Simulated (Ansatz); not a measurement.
Cl2Te (SMILES Cl[Te]Cl), singlet, geometry from GFN2-xTB (all electrons, no relativity); SC-NEVPT2/STO-3G, CASSCF(2,2) in Ansatz (a program for electronic structure).

The Ansatz input:
Ansatz 0.2 input:
```yaml
crystal:
  periodic: [false, false, false]
  atoms:
    - {symbol: Te, position_ang: [0.01895166, -0.01532053, 0.61408441]}
    - {symbol: Cl, position_ang: [1.07835709, 1.35677843, -0.94009723]}
    - {symbol: Cl, position_ang: [-1.13632687, -1.30991564, -0.93827862]}
basis:
  gaussian:
    orbitals: STO-3G
magnetization: {spin_polarized: false}
correlation: {method: sc_nevpt2, electrons: all, active_space: {window: {electrons: 2, orbitals: 2}}}
```

What the program printed (banner, timings and long lists left out):

```
Functional definition: HF
478 factors; integrals over basis functions are off by at most 1.3e-5 eV
mean field evaluation 1: about -202896.3571 eV, gradient 9.9e0 eV
mean field evaluation 2: about -202896.3823 eV, gradient 9.9e0 eV
mean field evaluation 4: about -202897.1061 eV, gradient 3.5e-1 eV
mean field evaluation 8: about -202897.1074 eV, gradient 3.0e-7 eV
mean field -202897.10737631 eV, -7456.3311674805 hartree, gradient 1.5e-6 eV, S^2 0.000000; 0 other end points of the search recorded, 0 dependent functions left out
reference -202897.10737631 eV, -7456.3311674805 hartree; 43, 43 occupied and 2, 2 virtual orbitals, 478 factors
state -202897.49253932 eV, -7456.3453219600 hartree
state -202897.49253932 eV, -7456.3453219600 hartree; corrected -202897.97282177 eV, -7456.3629720144 hartree
Total energy: -202897.97282177 eV, -7456.3629720144 hartree
```
